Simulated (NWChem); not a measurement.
Molecule: SiHSCl, singlet; SMILES S[Si]Cl

```xyz
4

Si     0.9697     0.0396     0.0000
Cl    -0.4317     1.6010     0.0000
S     -0.4349    -1.5853     0.0000
H      0.5373    -2.5274     0.0000
```
Atoms are numbered in this order, from 1.

Level: PBE0/def2-SVP (NWChem), optimised geometry, unscaled harmonic frequencies. Low-valent species are run as closed-shell singlets; no triplet was tried in these runs.

Question: List the harmonic frequencies with IR intensities, and the thermochemistry.

Answer: 
| frequency (cm⁻¹) | IR intensity (km/mol) |
|---|---|
| 179 | 1.8 |
| 403 | 10.9 |
| 510 | 51.5 |
| 522 | 137.2 |
| 747 | 16.0 |
| 2697 | 1.0 |

| Item | Value |
|---|---|
| zero-point energy | 7.2 kcal/mol |
| thermal correction to the enthalpy at 298.15 K (with zero-point energy) | 10.5 kcal/mol |
| heat capacity Cv | 12.5 cal/(mol K) |
| entropy at 298.15 K and 1 atm (symmetry number 1) | 70.1 cal/(mol K) |
| dipole moment | 1.89 D |

Rigid rotor and harmonic oscillator.
